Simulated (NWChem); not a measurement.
System: ZnGeH$_{4}$S; SMILES [SH][Zn][GeH3]

NWChem printed, in part:

```
             Northwest Computational Chemistry Package (NWChem) 7.3.0
             --------------------------------------------------------

 C1  symmetry detected

                             Geometry "geometry" -> ""
                             -------------------------

 Output coordinates in angstroms (scale by  1.889725989 to convert to a.u.)

  No.       Tag          Charge          X              Y              Z
 ---- ---------------- ---------- -------------- -------------- --------------
    1 Zn                  30.0000     0.00690046     0.56784612    -0.00120681
    2 S                   16.0000    -0.06428818     2.75603926     0.00099952
    3 H                    1.0000     1.27661691     2.93790970     0.00258895
    4 Ge                  32.0000    -0.01225050    -1.78009326     0.00032798
    5 H                    1.0000     0.54340578    -2.38062849    -1.31682637
    6 H                    1.0000     0.83842502    -2.37761746     1.15103187
    7 H                    1.0000    -1.44483451    -2.34869143     0.17292219

 Effective nuclear repulsion energy (a.u.)     460.7471848439

                                 NWChem DFT Module
                                 -----------------

 Summary of "ao basis" -> "ao basis" (spherical)
 ------------------------------------------------------------------------------
       Tag                 Description            Shells   Functions and Types
 ---------------- ------------------------------  ------  ---------------------
 Zn                         def2-svp                11       31   5s3p2d1f
 S                          def2-svp                 8       18   4s3p1d
 H                          def2-svp                 3        5   2s1p
 Ge                         def2-svp                12       32   5s4p3d

            General Information
            -------------------
          SCF calculation type: DFT
          Wavefunction type:  closed shell.
          No. of atoms     :     7
          No. of electrons :    82
           Alpha electrons :    41
            Beta electrons :    41
          Charge           :     0
          Spin multiplicity:     1
          Use of symmetry is: off; symmetry adaption is: off
          Maximum number of iterations: 150
          AO basis - number of functions:   101
                     number of shells:    43
          Convergence on energy requested:  1.00D-06
          Convergence on density requested:  1.00D-05
          Convergence on gradient requested:  5.00D-04

              XC Information
              --------------
                        Slater Exchange Functional  1.000 local
                      VWN V Correlation Functional  1.000 local

             Grid Information
             ----------------
          Grid used for XC integration:  medium
          Radial quadrature: Mura-Knowles
          Angular quadrature: Lebedev.
          Tag              B.-S. Rad. Rad. Pts. Rad. Cut. Ang. Pts.
          ---              ---------- --------- --------- ---------
          Zn                  1.35      112          10.0       590
          S                   1.00       88          13.0       590
          H                   0.35       45          13.0       434
          Ge                  1.25      112          12.0       590
          Grid pruning is: on
          Number of quadrature shells:   492
          Spatial weights used:  Erf1

      Superposition of Atomic Density Guess
      -------------------------------------

 Sum of atomic energies:       -4251.94940477

      Non-variational initial energy
      ------------------------------

 Total energy =   -4252.729654
 1-e energy   =   -6849.880614
 2-e energy   =    2136.403775
 HOMO         =      -0.287576
 LUMO         =       0.017619

     ---------------------------------------------
      Total Density - Mulliken Population Analysis
     ---------------------------------------------

    Atom       Charge   Shell Charges
 -----------   ------   -------------------------------------------------------
    1 Zn  30    29.31   2.00  2.00  2.00  0.84  0.17  6.00  5.99  0.34  8.03  1.94  0.00
    2 S   16    16.73   2.00  1.99  1.21  0.64  5.94  1.88  3.05  0.02
    3 H    1     0.80   0.57  0.20  0.03
    4 Ge  32    31.94   2.00  2.00  2.00  1.08  0.29  6.00  5.98  1.24  1.30  8.13  1.81  0.11
    5 H    1     1.07   0.67  0.39  0.01
    6 H    1     1.07   0.67  0.39  0.01
    7 H    1     1.07   0.67  0.39  0.01

   convergence    iter        energy       DeltaE   RMS-Dens  Diis-err
 ---------------- ----- ----------------- --------- --------- ---------
 d= 0,ls=0.0,diis     1  -4248.8704665493 -4.71D+03  1.85D-02  6.46D-01
 d= 0,ls=0.0,diis     2  -4248.8017769514  6.87D-02  1.36D-02  7.86D-01
 d= 0,ls=0.0,diis     3  -4248.9209717319 -1.19D-01  4.49D-03  1.13D-01
 d= 0,ls=0.0,diis     4  -4248.9400908522 -1.91D-02  8.43D-04  1.79D-02
 d= 0,ls=0.0,diis     5  -4248.9411715881 -1.08D-03  3.49D-04  1.79D-03
  Resetting Diis
 d= 0,ls=0.0,diis     6  -4248.9412978857 -1.26D-04  9.05D-05  1.71D-04
 d= 0,ls=0.0,diis     7  -4248.9413103440 -1.25D-05  8.96D-05  1.46D-05
 d= 0,ls=0.0,diis     8  -4248.9413078331  2.51D-06  5.01D-05  4.45D-05
 d= 0,ls=0.0,diis     9  -4248.9413121654 -4.33D-06  6.22D-06  3.34D-07
 d= 0,ls=0.0,diis    10  -4248.9413122113 -4.59D-08  9.40D-07  3.67D-08

         Total DFT energy =    -4248.941312211276
      One electron energy =    -6847.242457704230
           Coulomb energy =     2307.329708570104
    Exchange-Corr. energy =     -169.775747921016
 Nuclear repulsion energy =      460.747184843867

 Numeric. integr. density =       82.000023887569

                       DFT Final Molecular Orbital Analysis
                       ------------------------------------

 Vector   39  Occ=2.000000D+00  E=-2.975400D-01
              MO Center=  5.1D-02,  9.1D-01,  1.4D-02, r^2= 5.3D+00
   Bfn.  Coefficient  Atom+Function         Bfn.  Coefficient  Atom+Function
  ----- ------------  ---------------      ----- ------------  ---------------
     4      0.595216  1 Zn s                  3     -0.293833  1 Zn s
    35     -0.236062  2 S  s                 43     -0.220201  2 S  py
    34     -0.203858  2 S  s                 40     -0.188145  2 S  py
    42      0.171726  2 S  px                67      0.170652  4 Ge py
    39      0.155293  2 S  px                33      0.144492  2 S  s

 Vector   40  Occ=2.000000D+00  E=-2.426049D-01
              MO Center= -4.6D-02,  5.6D-01,  4.1D-04, r^2= 6.2D+00
   Bfn.  Coefficient  Atom+Function         Bfn.  Coefficient  Atom+Function
  ----- ------------  ---------------      ----- ------------  ---------------
    43      0.361692  2 S  py                13     -0.299149  1 Zn py
    40      0.298311  2 S  py                67      0.281046  4 Ge py
    70      0.221850  4 Ge py                37      0.171763  2 S  py
    64     -0.168320  4 Ge py                10      0.140413  1 Zn py
    58      0.133274  4 Ge s                 35      0.126217  2 S  s

 Vector   41  Occ=2.000000D+00  E=-2.138874D-01
              MO Center= -3.3D-02,  2.6D+00, -1.1D-04, r^2= 1.8D+00
   Bfn.  Coefficient  Atom+Function         Bfn.  Coefficient  Atom+Function
  ----- ------------  ---------------      ----- ------------  ---------------
    44      0.641499  2 S  pz                41      0.433089  2 S  pz
    38      0.252381  2 S  pz                14      0.165143  1 Zn pz
    16     -0.105688  1 Zn d -1              11     -0.060112  1 Zn pz
    88      0.030775  5 H  s                 87      0.027386  5 H  s
    93     -0.026740  6 H  s

 Vector   42  Occ=0.000000D+00  E=-5.142940D-02
              MO Center=  2.3D-01, -4.0D-02,  4.5D-03, r^2= 4.9D+00
   Bfn.  Coefficient  Atom+Function         Bfn.  Coefficient  Atom+Function
  ----- ------------  ---------------      ----- ------------  ---------------
    12      0.602298  1 Zn px                98      0.604753  7 H  s
    69      0.581872  4 Ge px                 5      0.410775  1 Zn s
     4      0.328127  1 Zn s                 58     -0.319143  4 Ge s
    43      0.271477  2 S  py                59     -0.234641  4 Ge s
    93     -0.207820  6 H  s                 70     -0.204332  4 Ge py

 Vector   43  Occ=0.000000D+00  E=-4.912146D-02
              MO Center= -1.3D-01,  2.3D-01, -5.9D-05, r^2= 6.2D+00
   Bfn.  Coefficient  Atom+Function         Bfn.  Coefficient  Atom+Function
  ----- ------------  ---------------      ----- ------------  ---------------
     5      0.749006  1 Zn s                 58     -0.492547  4 Ge s
    59     -0.445531  4 Ge s                  4      0.415030  1 Zn s
    35     -0.402305  2 S  s                 12     -0.369886  1 Zn px
    69     -0.360721  4 Ge px                93      0.356510  6 H  s
    43      0.318359  2 S  py                70     -0.315568  4 Ge py

 Vector   44  Occ=0.000000D+00  E=-4.045875D-02
              MO Center=  1.1D-02, -3.5D-01, -4.8D-03, r^2= 4.5D+00
   Bfn.  Coefficient  Atom+Function         Bfn.  Coefficient  Atom+Function
  ----- ------------  ---------------      ----- ------------  ---------------
    71      0.794653  4 Ge pz                14      0.650563  1 Zn pz
    88      0.632010  5 H  s                 93     -0.547520  6 H  s
    11     -0.194105  1 Zn pz                44     -0.190203  2 S  pz
    87      0.167792  5 H  s                 92     -0.145485  6 H  s
    41     -0.120992  2 S  pz                68      0.102413  4 Ge pz

     ---------------------------------------------
      Total Density - Mulliken Population Analysis
     ---------------------------------------------

[...]
```

Level: LDA (Slater exchange, VWN5)/def2-SVP. Coordinates come from a B3LYP/6-31G* (spherical d) optimisation.

**Question.** Which NWChem input produces such a log?

**Answer.** This is not unique; one that fits is the input that was run:
```
start job
memory heap 200 mb stack 900 mb global 1100 mb
geometry units angstroms noautoz
  Zn     0.008012     0.568605    -0.002404
  S     -0.070261     2.756173     0.038602
  H      1.210374     2.947649    -0.354357
  Ge     0.001878    -1.779374    -0.014464
  H      0.146726    -2.367553    -1.441824
  H      1.157425    -2.378052     0.828803
  H     -1.312973    -2.359321     0.568818
end
basis spherical
  Zn library def2-svp
  S library def2-svp
  H library def2-svp
  Ge library def2-svp
end
dft
  xc slater vwn_5
  iterations 150
  mulliken
end
task dft energy
```
